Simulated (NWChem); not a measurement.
System: CH$_{4}$OTe; SMILES C[Te]O

Here is an NWChem input.

```
start job
memory heap 200 mb stack 900 mb global 1100 mb
geometry units angstroms noautoz
  Te     0.344857     0.060399    -0.023508
  C     -0.935389    -1.662251    -0.004261
  H     -1.463542    -1.773868    -0.959260
  H     -1.646933    -1.549252     0.823755
  H     -0.300644    -2.542410     0.175912
  O     -1.133694     1.406767     0.096250
  H     -1.371560     1.631253    -0.812099
end
basis spherical
  Te library def2-svpd
  C library def2-svpd
  H library def2-svpd
  O library def2-svpd
end
ecp
  Te library def2-ecp
end
dft
  xc b3lyp
  iterations 150
  vectors input atomic output neutral.movecs
end
task dft energy
charge 1
dft
  odft
  mult 2
  vectors input atomic output cation.movecs
end
task dft energy
charge -1
dft
  odft
  mult 2
  vectors input atomic output anion.movecs
end
task dft energy
```

The geometry was optimised at PBE0/def2-SVP. def2 effective core potentials on Te; no spin-orbit coupling.

Ions are spin-unrestricted doublets at the neutral geometry; other ion states weren't tried.

**Question.** Give the results of this calculation. (B3LYP/def2-SVPD with def2 effective core potentials on Te, vertical spin-unrestricted ions.) Quantities: vertical ionisation energy, ΔSCF (eV); −ε(HOMO) (eV).

**Answer.** 
- vertical ionisation energy, ΔSCF (eV) = 8.33
- −ε(HOMO) (eV) = 5.84
